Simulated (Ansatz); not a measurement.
Species: 2-bromoselenophene, C4H3BrSe, charge 0, multiplicity 1. 
Geometry from a B3LYP-D3(BJ)/def2-TZVP (Ansatz, a first-principles code) optimisation:
```
C
C 1 1.3575
H 1 1.0805 2 122.53
C 1 1.4285 3 123.36 2 180.00
C 4 1.3573 1 115.50 3 180.00
H 5 1.0775 4 127.73 1 180.00
H 4 1.0817 5 122.41 6 0.00
Se 5 1.8722 6 120.59 4 180.00
Br 2 1.8820 1 126.22 3 0.00
```

Parts of the frozen-core correlation energy in aug-cc-pVQZ (Ansatz, hartree). Frozen orbitals: 32; correlated occupied orbitals by spin: 16 and 16; virtual: 596 and 596. No spin-orbit coupling. No relativistic terms. The restricted reference is unstable.

```
term                             value
-------------------------  -----------
reference (HF)             -5125.59848
MP2 opposite-spin                    ?
MP2 same-spin                        ?
CCSD correlation                     ?
(T)                           -0.06112
T1 diagnostic                    0.013
largest doubles amplitude        0.023
```

Task: Complete the blanks.

Result: 
- MP2 opposite-spin, value: -0.77605
- MP2 same-spin, value: -0.25436
- CCSD correlation, value: -1.04428
